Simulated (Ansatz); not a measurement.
`C1=Cc2cc3cc4cccc4ccc3c2=C1` with charge +1. Total charge 1; doublet. Geometry PBE-D4/def2-SVP, that of the neutral singlet; atoms count from 1.

```xyz
26

C    -3.225    0.000    3.177
C    -3.244    1.160    2.412
C    -2.175    1.034    1.443
C    -1.545    1.671    0.390
C    -0.460    0.834   -0.111
C     0.367    1.197   -1.173
C     1.437    0.476   -1.739
C     2.238    0.904   -2.819
C     3.213   -0.098   -3.101
C     3.042   -1.163   -2.211
C     1.946   -0.858   -1.337
C     1.484   -1.688   -0.317
C     0.421   -1.487    0.594
C    -0.437   -0.393    0.697
C    -1.515   -0.246    1.661
C    -2.153   -0.879    2.720
H    -3.907   -0.233    4.007
H    -3.937    2.005    2.522
H    -1.788    2.656   -0.037
H     0.157    2.179   -1.633
H     2.120    1.858   -3.350
H     3.973   -0.038   -3.892
H     3.634   -2.087   -2.169
H     2.027   -2.643   -0.206
H     0.248   -2.301    1.317
H    -1.920   -1.861    3.156
```

The charge 1 doublet is spin-contaminated (final ⟨S²⟩ up to 0.93, 0.75 for a pure state).

Problem. Estimate the Mulliken populations from the PBE0/def2-SVP orbitals of Ansatz.

Solution. 
```json
{"atom": "C1", "charge (e)": "-0.01", "spin (α − β)": "0.34"}
{"atom": "C2", "charge (e)": "0.05", "spin (α − β)": "-0.29"}
{"atom": "C3", "charge (e)": "0.04", "spin (α − β)": "0.27"}
{"atom": "C4", "charge (e)": "0.02", "spin (α − β)": "-0.18"}
{"atom": "C5", "charge (e)": "-0.01", "spin (α − β)": "0.32"}
{"atom": "C6", "charge (e)": "0.03", "spin (α − β)": "-0.16"}
{"atom": "C7", "charge (e)": "0.03", "spin (α − β)": "0.22"}
{"atom": "C8", "charge (e)": "0.02", "spin (α − β)": "0.28"}
{"atom": "C9", "charge (e)": "0.01", "spin (α − β)": "-0.08"}
{"atom": "C10", "charge (e)": "0.06", "spin (α − β)": "0.42"}
{"atom": "C11", "charge (e)": "-0.03", "spin (α − β)": "-0.07"}
{"atom": "C12", "charge (e)": "0.03", "spin (α − β)": "0.00"}
{"atom": "C13", "charge (e)": "-0.03", "spin (α − β)": "0.06"}
{"atom": "C14", "charge (e)": "0.10", "spin (α − β)": "-0.11"}
{"atom": "C15", "charge (e)": "-0.03", "spin (α − β)": "0.16"}
{"atom": "C16", "charge (e)": "0.01", "spin (α − β)": "-0.16"}
{"atom": "H17", "charge (e)": "0.09", "spin (α − β)": "-0.02"}
{"atom": "H18", "charge (e)": "0.08", "spin (α − β)": "0.01"}
{"atom": "H19", "charge (e)": "0.07", "spin (α − β)": "0.01"}
{"atom": "H20", "charge (e)": "0.06", "spin (α − β)": "0.01"}
{"atom": "H21", "charge (e)": "0.08", "spin (α − β)": "-0.01"}
{"atom": "H22", "charge (e)": "0.09", "spin (α − β)": "0.00"}
{"atom": "H23", "charge (e)": "0.08", "spin (α − β)": "-0.02"}
{"atom": "H24", "charge (e)": "0.07", "spin (α − β)": "0.00"}
{"atom": "H25", "charge (e)": "0.06", "spin (α − β)": "0.00"}
{"atom": "H26", "charge (e)": "0.07", "spin (α − β)": "0.01"}
```
Mulliken values depend strongly on the basis.

Problem. Where does the spin sit?

Solution. Summed by element: C 1.02, H -0.02, of 1 unpaired in all. Largest on single atoms: C10 0.42, C1 0.34, C5 0.32.

Problem. And the Mayer bond orders between heavy atoms (over 0.3)?

Solution. C1–C2 1.50 (1.39 Å); C1–C16 1.11 (1.46 Å); C2–C3 1.11 (1.45 Å); C3–C4 1.46 (1.38 Å); C3–C15 1.09 (1.46 Å); C4–C5 1.15 (1.46 Å); C5–C6 1.35 (1.39 Å); C5–C14 1.10 (1.47 Å); C6–C7 1.39 (1.41 Å); C7–C8 1.19 (1.41 Å); C7–C11 1.07 (1.48 Å); C8–C9 1.39 (1.43 Å); C9–C10 1.29 (1.40 Å); C10–C11 1.21 (1.43 Å); C11–C12 1.43 (1.39 Å); C12–C13 1.33 (1.41 Å); C13–C14 1.46 (1.39 Å); C14–C15 1.11 (1.45 Å); C15–C16 1.53 (1.39 Å).
